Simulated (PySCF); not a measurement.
# Mayer bond orders and bond lengths

(NaOH)3 ring, H3Na3O3.
Cartesian coordinates in Å at the PBE0-D3(BJ)/def2-SVP level; atoms count from 1:
```xyz
9
H3Na3O3 angstrom
Na     1.184   -1.480   -0.518
O      1.200    0.136   -1.863
Na    -0.122    1.597   -1.129
O     -1.337    1.677    0.585
Na    -1.057   -0.119    1.646
O      0.138   -1.809    1.280
H      1.715    0.201   -2.670
H     -1.921    2.393    0.843
H      0.200   -2.596    1.827
```

Bond orders from the PBE0/pcSseg-1 density (PySCF). One conformer (not necessarily the lowest) at the PBE0-D3(BJ)/def2-SVP geometry, without solvent, vibrations or thermal averaging.

Problem. Give the Mayer order of every bond between heavy atoms, beside its length.

Solution. 
| bond | length (Å) | Mayer order |
| --- | --- | --- |
| Na1–O2 | 2.102 | 0.288 |
| Na1–O6 | 2.107 | 0.289 |
| O2–Na3 | 2.103 | 0.289 |
| Na3–O4 | 2.102 | 0.288 |
| O4–Na5 | 2.105 | 0.289 |
| Na5–O6 | 2.102 | 0.288 |

Problem. And the bonds to hydrogen?

Solution. H–O: 0.96 (3 bonds).

Problem. Sum the orders of all bonds at each heavy atom with more than one neighbour.

Solution. Na1 0.577, O2 1.535, Na3 0.577, O4 1.535, Na5 0.577, O6 1.535. Orders between atoms that aren't bonded are not in these sums.

Mayer orders depend on the basis set.
